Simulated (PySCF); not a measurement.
A structure optimised at PBE-D3(BJ)/def2-SVP, used in a PySCF frequency run:

```
Sb
F 1 1.9305
F 1 1.9305 2 99.04
F 1 1.9882 2 97.27 3 -98.59
F 1 1.9882 2 97.27 3 98.59
```
Charge 0, spin multiplicity 2.

Problem. Write its SMILES, formula and point group.

Solution. [F][Sb]([F])([F])[F], F₄Sb, C2v

Problem. What are its rotational constants (standard atomic weights)?

Solution. 3.5632, 2.4725, 2.2319 GHz
